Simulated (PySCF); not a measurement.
## Technetium: a sound run and one with changed settings

Sound run: Tc+ [Kr] 4d5 5s1, Tc(2+) [Kr] 4d5. All numbers are calculated (PySCF 2.14, a scalar-relativistic core potential, in cc-pVDZ-PP with ECP28MDF (4s4p3d1f, 38 functions)). In the sound run the correlated levels freeze 4s2 4p6 outside the core potential. The sound run starts from symmetry-adapted Hartree-Fock orbitals and uses a fine grid where one is needed.

Changed run: initial guess atom, at most 50 SCF cycles.

```json
{"species": "Tc+", "method": "UHF", "sound run (hartree)": "-79.64177", "changed run (hartree)": "-79.64177", "converged": "yes"}
{"species": "Tc+", "method": "PBE", "sound run (hartree)": "-80.18414", "changed run (hartree)": "-80.18414", "converged": "yes"}
{"species": "Tc(2+)", "method": "UHF", "sound run (hartree)": "-79.11978", "changed run (hartree)": "-79.11978", "converged": "yes"}
{"species": "Tc(2+)", "method": "PBE", "sound run (hartree)": "-79.61009", "changed run (hartree)": "-79.61009", "converged": "yes"}
```

Here the plain start reaches the same solutions.
